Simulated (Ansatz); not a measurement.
`[SiH3]B(Cl)Cl` and `[SiH3][Ga]([Cl])[Cl]` differ in one element.

Ansatz, PBE0-D4/def2-TZVP geometries, multiplicity 1. 

Scalar relativity is left out up to krypton.

```json
{"property": "LUMO energy (PBE/def2-TZVPP) / eV", "`[SiH3]B(Cl)Cl`": "-3.10"}
{"property": "HOMO–LUMO gap (PBE/def2-TZVPP) / eV", "`[SiH3]B(Cl)Cl`": "4.02"}
{"property": "size of the dipole moment (ωB97M-V/def2-TZVPP) / D", "`[SiH3]B(Cl)Cl`": "0.39"}
{"property": "HOMO energy (PBE/def2-TZVPP) / eV", "`[SiH3]B(Cl)Cl`": "-7.11"}
{"property": "HOMO–LUMO gap (ωB97M-V/def2-TZVPP) / eV", "`[SiH3]B(Cl)Cl`": "10.35"}
{"property": "LUMO energy (B3LYP/def2-TZVPP) / eV", "`[SiH3]B(Cl)Cl`": "-2.35"}
```

**Question.** What does the change do to each property? (Estimate.)

**Answer.** The calculation gave: 
```tsv
property	`[SiH3][Ga]([Cl])[Cl]`	shift
LUMO energy (PBE/def2-TZVPP) / eV	-2.77	0.33
HOMO–LUMO gap (PBE/def2-TZVPP) / eV	4.47	0.45
size of the dipole moment (ωB97M-V/def2-TZVPP) / D	2.71	2.32
HOMO energy (PBE/def2-TZVPP) / eV	-7.25	-0.14
HOMO–LUMO gap (ωB97M-V/def2-TZVPP) / eV	10.17	-0.18
LUMO energy (B3LYP/def2-TZVPP) / eV	-2.24	0.11
```

With PBE0 the HOMO falls by 0.05 eV and the LUMO rises by 0.17 eV, so the gap widens by about 0.22 eV. PBE moves the HOMO by -0.14 eV and ωB97M-V by 0.05 eV. Dipoles are sizes alone; their direction can turn.

B3LYP here is the variant with VWN-RPA as its local correlation; programs differ in this.
